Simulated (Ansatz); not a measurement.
ClH$_{5}$OSi$_{2}$, SMILES `O[SiH2][SiH2]Cl` at its PBE0-D4/def2-TZVP geometry, where that method's forces vanish. The species carries charge 0 and has multiplicity 1.

```xyz
9

O     0.9896   -0.3530   -1.7128
Si    0.0959    0.7227   -0.8391
Si   -0.2642   -0.1731    1.3020
Cl   -0.7097   -2.1710    0.9442
H     0.7325   -1.2754   -1.6484
H     0.8697    1.9877   -0.7976
H    -1.2326    0.9863   -1.4611
H     0.9319   -0.1460    2.1813
H    -1.4130    0.4218    2.0315
```

What forces (eV/Å) does r2SCAN-D4/def2-TZVPP give on these atoms in the Gaussian-basis code of Ansatz? (Estimate.)

Ansatz gave: 
```
O1   0.048 -0.022 -0.040
Si2 -0.038  0.052  0.042
Si3  0.004  0.055  0.024
Cl4 -0.013 -0.061 -0.016
H5  -0.003 -0.023  0.000
H6  -0.016 -0.016 -0.012
H7   0.014  0.009  0.004
H8  -0.017  0.007 -0.005
H9   0.021 -0.002  0.002
```
